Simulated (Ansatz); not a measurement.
```xyz
8

H    -1.6791    0.1243   -0.0149
Li   -0.4861    0.8736   -1.3549
Li   -0.6764   -1.5410   -0.0534
H     0.5166   -0.7917   -1.3934
Li   -0.5166    0.7917    1.3934
H     0.6764    1.5410    0.0534
H     0.4861   -0.8736    1.3549
Li    1.6791   -0.1243    0.0149
```

Basis set: def2-SVP (spherical functions). All electrons are correlated. Charge 0, multiplicity 1.

Computed with Ansatz (development build ahead of 0.2.0); each method stands on the lowest determinant of its kind that the runs found. Restricted open shells among the atoms or ions are ROHF, correlated in semicanonical orbitals with singles.

The atomization energy at this shape (free ground-state atoms in the same class of orbitals less the molecule, no zero-point energy) of singlet Li4H4:

```json
{"method": "RHF", "atomization energy": "268.47 kcal/mol"}
```

Task: What does RHF-MP2 give?

Result: 326.45 kcal/mol. Caution: the shape is not the minimum.
